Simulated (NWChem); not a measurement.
System: BiHOF2; SMILES [OH][Bi]([F])[F]

Here is an NWChem input.

```
start job
memory heap 200 mb stack 900 mb global 1100 mb
geometry units angstroms noautoz
  Bi    -0.037872     0.228038     0.000000
  F      1.126537    -0.532192    -1.474622
  F      1.126537    -0.532192     1.474622
  O     -1.434749    -1.283871     0.000000
  H     -1.029428    -2.162488     0.000000
end
basis spherical
  * library def2-svp
end
ecp
  Bi library def2-ecp
end
dft
  xc xpbe96 cpbe96
  iterations 150
  vectors input atomic output neutral.movecs
end
task dft energy
charge 1
dft
  odft
  mult 2
  vectors input atomic output cation.movecs
end
task dft energy
```

NWChem printed, in part:

```
             Northwest Computational Chemistry Package (NWChem) 7.3.0
             --------------------------------------------------------

 CS  symmetry detected

                             Geometry "geometry" -> ""
                             -------------------------

 Output coordinates in angstroms (scale by  1.889725989 to convert to a.u.)

  No.       Tag          Charge          X              Y              Z
 ---- ---------------- ---------- -------------- -------------- --------------
    1 Bi                  83.0000     0.26735970    -0.02214891     0.00000000
    2 F                    9.0000    -0.72855524     0.94839290    -1.47462200
    3 F                    9.0000    -0.72855524     0.94839290     1.47462200
    4 O                    8.0000    -0.90344315    -1.71518018     0.00000000
    5 H                    1.0000    -1.84931526    -1.51127113     0.00000000

 Effective nuclear repulsion energy (a.u.)     624.7112908558

      Symmetry information
      --------------------

 Group name             Cs
 Group number              2
 Group order               2
 No. of unique centers     4

 Summary of "ao basis" -> "ao basis" (spherical)
 ------------------------------------------------------------------------------
       Tag                 Description            Shells   Functions and Types
 ---------------- ------------------------------  ------  ---------------------
 Bi                         def2-svp                10       26   4s4p2d
 F                          def2-svp                 6       14   3s2p1d
 O                          def2-svp                 6       14   3s2p1d
 H                          def2-svp                 3        5   2s1p

      Symmetry analysis of basis
      --------------------------

        a'         46
        a"         27

            General Information
            -------------------
          SCF calculation type: DFT
          Wavefunction type:  closed shell.
          No. of atoms     :     5
          No. of electrons :    50
           Alpha electrons :    25
            Beta electrons :    25
          Charge           :     0
          Spin multiplicity:     1
          Use of symmetry is: on ; symmetry adaption is: on
          Maximum number of iterations: 150
          AO basis - number of functions:    73
                     number of shells:    31
          Convergence on energy requested:  1.00D-06
          Convergence on density requested:  1.00D-05
          Convergence on gradient requested:  5.00D-04

              XC Information
              --------------
          PerdewBurkeErnzerhof Exchange Functional  1.000
            Perdew 1991 LDA Correlation Functional  1.000 local
           PerdewBurkeErnz. Correlation Functional  1.000 non-local

             Grid Information
             ----------------
          Grid used for XC integration:  medium
          Radial quadrature: Mura-Knowles
          Angular quadrature: Lebedev.
          Tag              B.-S. Rad. Rad. Pts. Rad. Cut. Ang. Pts.
          ---              ---------- --------- --------- ---------
          Bi                  1.60      123           9.0       590
          F                   0.50       49           9.0       434
          O                   0.60       49           7.0       434
          H                   0.35       45          10.0       434
          Grid pruning is: on
          Number of quadrature shells:   266
          Spatial weights used:  Erf1

      Superposition of Atomic Density Guess
      -------------------------------------

 Sum of atomic energies:        -519.19446824

      Non-variational initial energy
      ------------------------------

 Total energy =    -487.254726
 1-e energy   =   -1167.670178
 2-e energy   =     473.333842
 HOMO         =      -0.396781
 LUMO         =      -0.003007

      Symmetry analysis of molecular orbitals - initial
      -------------------------------------------------

  Numbering of irreducible representations:

     1 a'          2 a"

  Orbital symmetries:

     1 a'          2 a"          3 a'          4 a'          5 a'
     6 a"          7 a'          8 a'          9 a"         10 a'
    11 a'         12 a"         13 a'         14 a"         15 a'
    16 a'         17 a'         18 a"         19 a'         20 a'
    21 a"         22 a"         23 a'         24 a"         25 a'
    26 a"         27 a'         28 a'         29 a'         30 a'
    31 a"         32 a'         33 a'         34 a'         35 a'

   convergence    iter        energy       DeltaE   RMS-Dens  Diis-err
 ---------------- ----- ----------------- --------- --------- ---------
 d= 0,ls=0.0,diis     1   -489.5338701562 -6.97D+02  4.72D-02  1.60D+00
 d= 0,ls=0.0,diis     2   -488.1733683323  1.36D+00  3.08D-02  1.46D+01
 d= 0,ls=0.0,diis     3   -489.7365500218 -1.56D+00  5.35D-03  6.88D-02
 d= 0,ls=0.0,diis     4   -489.7232284750  1.33D-02  3.57D-03  1.98D-01
 d= 0,ls=0.0,diis     5   -489.7435018033 -2.03D-02  5.96D-04  2.55D-03
  Resetting Diis
 d= 0,ls=0.0,diis     6   -489.7438101119 -3.08D-04  7.15D-05  1.39D-05
 d= 0,ls=0.0,diis     7   -489.7438117476 -1.64D-06  3.05D-05  1.22D-06
 d= 0,ls=0.0,diis     8   -489.7438114539  2.94D-07  1.94D-05  4.15D-06
 d= 0,ls=0.0,diis     9   -489.7438118323 -3.78D-07  7.70D-06  4.54D-07

         Total DFT energy =     -489.743811832255
      One electron energy =    -1169.828411961637
           Coulomb energy =      519.895415406920
    Exchange-Corr. energy =      -46.892425574982
 Nuclear repulsion energy =      207.081610297444

 Numeric. integr. density =       50.000009575415

                  Occupations of the irreducible representations
                  ----------------------------------------------

                     irrep           alpha         beta
                     --------     --------     --------
                     a'               16.0         16.0
                     a"                9.0          9.0

                       DFT Final Molecular Orbital Analysis
                       ------------------------------------

 Vector   23  Occ=2.000000D+00  E=-2.979900D-01  Symmetry=a"
              MO Center= -7.0D-01,  9.1D-01,  1.2D-10, r^2= 2.7D+00
   Bfn.  Coefficient  Atom+Function         Bfn.  Coefficient  Atom+Function
  ----- ------------  ---------------      ----- ------------  ---------------
    32      0.412738  2 F  pz                46      0.412738  3 F  pz
    35     -0.298620  2 F  pz                49     -0.298620  3 F  pz
    30     -0.186787  2 F  px                44      0.186787  3 F  px
    33      0.129511  2 F  px                47     -0.129511  3 F  px
    31      0.123451  2 F  py                45     -0.123451  3 F  py

 Vector   24  Occ=2.000000D+00  E=-2.731968D-01  Symmetry=a'
              MO Center= -5.8D-01, -5.5D-01, -3.2D-12, r^2= 3.5D+00
   Bfn.  Coefficient  Atom+Function         Bfn.  Coefficient  Atom+Function
  ----- ------------  ---------------      ----- ------------  ---------------
    59      0.447503  4 O  py                62      0.347930  4 O  py
    30     -0.271718  2 F  px                44     -0.271718  3 F  px
    11     -0.231007  1 Bi px                 4     -0.196638  1 Bi s
    33      0.197039  2 F  px                47      0.197039  3 F  px
     3     -0.162241  1 Bi s                  1      0.129955  1 Bi s

 Vector   25  Occ=2.000000D+00  E=-2.599106D-01  Symmetry=a"
              MO Center= -8.7D-01, -1.4D+00,  2.5D-15, r^2= 1.5D+00
   Bfn.  Coefficient  Atom+Function         Bfn.  Coefficient  Atom+Function
  ----- ------------  ---------------      ----- ------------  ---------------
    60      0.595525  4 O  pz                63      0.453023  4 O  pz
    31      0.143065  2 F  py                45     -0.143065  3 F  py
    16      0.108705  1 Bi pz                34     -0.109202  2 F  py
    48      0.109202  3 F  py                18      0.079701  1 Bi d -1
    13      0.048686  1 Bi pz                23     -0.040720  1 Bi d -1

 Vector   26  Occ=0.000000D+00  E=-6.997103D-02  Symmetry=a"
              MO Center=  3.2D-01, -1.0D-01, -1.7D-14, r^2= 3.4D+00
   Bfn.  Coefficient  Atom+Function         Bfn.  Coefficient  Atom+Function
  ----- ------------  ---------------      ----- ------------  ---------------
    16      0.648244  1 Bi pz                13      0.529713  1 Bi pz
     7     -0.251884  1 Bi pz                60     -0.192701  4 O  pz
    29      0.171375  2 F  s                 43     -0.171375  3 F  s
    63     -0.170422  4 O  pz                30     -0.159078  2 F  px
    44      0.159078  3 F  px                25     -0.144961  1 Bi d  1

 Vector   27  Occ=0.000000D+00  E=-6.612541D-02  Symmetry=a'
              MO Center=  3.2D-01,  4.6D-02,  9.5D-15, r^2= 3.5D+00
   Bfn.  Coefficient  Atom+Function         Bfn.  Coefficient  Atom+Function
  ----- ------------  ---------------      ----- ------------  ---------------
    15      0.653879  1 Bi py                12      0.513220  1 Bi py
    57      0.292209  4 O  s                  6     -0.243657  1 Bi py
     3      0.180393  1 Bi s                 32      0.180593  2 F  pz
    46     -0.180593  3 F  pz                22      0.155459  1 Bi d -2
    17     -0.153429  1 Bi d -2              29     -0.151584  2 F  s

 Vector   28  Occ=0.000000D+00  E=-4.492696D-02  Symmetry=a'
              MO Center= -1.8D-02, -1.5D-01, -8.0D-14, r^2= 3.8D+00
   Bfn.  Coefficient  Atom+Function         Bfn.  Coefficient  Atom+Function
  ----- ------------  ---------------      ----- ------------  ---------------
    14     -0.656906  1 Bi px                 3      0.598736  1 Bi s
    11     -0.432178  1 Bi px                57     -0.329937  4 O  s
    59     -0.296964  4 O  py                62     -0.278860  4 O  py
     1     -0.272898  1 Bi s                  5      0.208452  1 Bi px
    15     -0.160860  1 Bi py                32      0.156388  2 F  pz

     Multipole analysis of the density
     ---------------------------------

     L   x y z        total         alpha         beta         nuclear
     -   - - -        -----         -----         ----         -------
     0   0 0 0     -0.000000    -25.000000    -25.000000     50.000000

     1   1 0 0      1.057254     15.685724     15.685724    -30.314194
     1   0 1 0     -0.374227     -1.442775     -1.442775      2.511322
     1   0 0 1     -0.000000     -0.000000     -0.000000      0.000000

     2   2 0 0    -28.882723    -52.201760    -52.201760     75.520798
     2   1 1 0      1.907013     -3.720910     -3.720910      9.348833
     2   1 0 1      0.000000      0.000000      0.000000      0.000000
     2   0 2 0    -35.909123    -92.982715    -92.982715    150.056306
     2   0 1 1     -0.000000     -0.000000     -0.000000      0.000000
     2   0 0 2    -35.820025    -87.797849    -87.797849    139.775674

                                 NWChem DFT Module
                                 -----------------

      Symmetry analysis of basis
      --------------------------

        a'         46
        a"         27

            General Information
            -------------------
          SCF calculation type: DFT
          Wavefunction type:  spin polarized.
          No. of atoms     :     5
          No. of electrons :    49
           Alpha electrons :    25
            Beta electrons :    24
          Charge           :     1
          Spin multiplicity:     2
          Use of symmetry is: on ; symmetry adaption is: on
          Maximum number of iterations: 150
          AO basis - number of functions:    73
                     number of shells:    31
          Convergence on energy requested:  1.00D-06
          Convergence on density requested:  1.00D-05
          Convergence on gradient requested:  5.00D-04

              XC Information
              --------------
          PerdewBurkeErnzerhof Exchange Functional  1.000
            Perdew 1991 LDA Correlation Functional  1.000 local
           PerdewBurkeErnz. Correlation Functional  1.000 non-local

             Grid Information
             ----------------
          Grid used for XC integration:  medium
          Radial quadrature: Mura-Knowles
          Angular quadrature: Lebedev.
          Tag              B.-S. Rad. Rad. Pts. Rad. Cut. Ang. Pts.
          ---              ---------- --------- --------- ---------
          Bi                  1.60      123           9.0       590
          F                   0.50       49           9.0       434
          O                   0.60       49           7.0       434
          H                   0.35       45          10.0       434
          Grid pruning is: on
          Number of quadrature shells:   266
          Spatial weights used:  Erf1

      Superposition of Atomic Density Guess
      -------------------------------------

 Sum of atomic energies:        -519.19446824

 Renormalizing density from      50.00 to     49

      Non-variational initial energy
      ------------------------------

 Total energy =    -482.645342
 1-e energy   =   -1144.316774
 2-e energy   =     454.589822
 HOMO         =      -0.715322
 LUMO         =      -0.290634

   Symmetry analysis of molecular orbitals - initial alpha
   -------------------------------------------------------

  Numbering of irreducible representations:

     1 a'          2 a"

  Orbital symmetries:

     1 a'          2 a"          3 a'          4 a'          5 a'
     6 a"          7 a'          8 a'          9 a"         10 a'
    11 a'         12 a"         13 a'         14 a"         15 a'
    16 a'         17 a"         18 a'         19 a'         20 a'
    21 a"         22 a"         23 a'         24 a"         25 a'
    26 a"         27 a'         28 a'         29 a'         30 a'
    31 a"         32 a'         33 a'         34 a'         35 a"

   Symmetry analysis of molecular orbitals - initial beta
   ------------------------------------------------------

  Numbering of irreducible representations:

     1 a'          2 a"

  Orbital symmetries:

     1 a'          2 a"          3 a'          4 a'          5 a'
     6 a"          7 a'          8 a'          9 a"         10 a'
    11 a'         12 a"         13 a'         14 a"         15 a'
    16 a'         17 a"         18 a'         19 a'         20 a'
    21 a"         22 a"         23 a'         24 a"         25 a'
    26 a"         27 a'         28 a'         29 a'         30 a'
    31 a"         32 a'         33 a'         34 a'         35 a"

[...]
```

Level: PBE/def2-SVP with def2 effective core potentials on Bi, vertical spin-unrestricted ions. Structure relaxed at the PBE0/def2-SVP level. Not confirmed as a minimum by frequencies. def2 effective core potentials on Bi; no spin-orbit coupling.
